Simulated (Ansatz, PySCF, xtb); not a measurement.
Reaction R1 + 2 R2 → P1, each structure at its B3LYP-D3(BJ)/def2-TZVP stationary point, reached from a drawn start (curvature not checked).
R1: O2Sn (SMILES [O]=[Sn]=[O]), charge 0, multiplicity 1.
P1: H4O4Sn (SMILES [OH][Sn]([OH])([OH])[OH]), charge 0, multiplicity 1.
R2, H2O (SMILES O) (charge 0, multiplicity 1):
| atom | x (Å) | y (Å) | z (Å) |
|---|---|---|---|
| O | 0.0000 | 0.0000 | 0.3896 |
| H | 0.0000 | 0.7650 | -0.1949 |
| H | 0.0000 | -0.7650 | -0.1949 |

P less R. No zero-point or thermal terms; no spin–orbit coupling. One arrangement of each flexible species, with no search for the lowest.

Codes used: Ansatz (an electronic-structure program); PySCF for M06-2X and the D3/D4 terms; xtb for the GFN methods. All values are computed, each at the level named. Elements past Kr take the def2 small-core potentials, without spin–orbit coupling.

One of these levels gives -500.8 kJ/mol for the reaction energy. Which?
A. revPBE-D4/def2-TZVPP
B. B3LYP/def2-TZVPP
C. M06-2X/def2-TZVPP
D. GFN2-xTB

C, M06-2X/def2-TZVPP. The others give -252.5 (GFN2-xTB), -368.9 (revPBE-D4/def2-TZVPP), -401.8 (B3LYP/def2-TZVPP)
